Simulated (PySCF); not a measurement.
# Electron correlation in Ne (neon, neutral)

[Ne], closed-shell 1S. Calculation: PySCF 2.14, in aug-cc-pVDZ (4s3p2d, 23 functions); no relativity, point nucleus. Frozen: 1s2; 8 electrons correlated.

```csv
level,correlation energy (mhartree)
CCSD,-210.15
(T),-2.79
CCSD(T),-212.94
CCSDT,-213.07
```

Diagnostics: T1 = 0.0094, D1 = 0.0148, largest double amplitude 0.034.

Question: Is a single reference adequate?

Answer: Yes: T1 lies below 0.03 and no double amplitude reaches 0.07.
